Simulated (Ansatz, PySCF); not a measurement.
Species: C2H6AlCl, charge 0, multiplicity 1. 
Coordinates optimised at B3LYP-D3(BJ)/def2-TZVP (Ansatz, an electronic-structure program):
```xyz
10

Al     0.2202    -0.2585     0.2229
C      2.0277    -0.6194    -0.4011
H      2.5509    -1.3453     0.2246
H      2.6195     0.3003    -0.4194
H      2.0150    -0.9999    -1.4262
C     -0.6472    -1.0029     1.7977
H     -1.5248    -1.5899     1.5115
H     -1.0079    -0.2071     2.4552
H      0.0160    -1.6488     2.3766
Cl    -0.9302     1.0932    -0.9411
```

Dipole moments at this geometry, in debye (magnitudes).

| level | program | dipole (D) |
|---|---|---|
| HF/def2-TZVPD | PySCF | 2.21 |
| SVWN5/def2-TZVPD | Ansatz | 2.14 |
| PBE/def2-TZVPD | PySCF | 2.10 |
| BLYP/def2-TZVPD | Ansatz | 2.08 |
| revPBE/def2-TZVPD | Ansatz | 2.09 |
| B97M-V/def2-TZVPD | Ansatz | 2.10 |
| PBE0/def2-TZVPD | Ansatz | 2.15 |
| M06-2X/def2-TZVPD | PySCF | 2.18 |
| CAM-B3LYP/def2-TZVPD | Ansatz | ? |
| CCSD(T)/aug-cc-pV(D+d)Z | Ansatz | ? |

Task: Some entries are withheld; supply them.

Result: 
- CAM-B3LYP/def2-TZVPD, dipole (D): 2.17
- CCSD(T)/aug-cc-pV(D+d)Z, dipole (D): 2.06
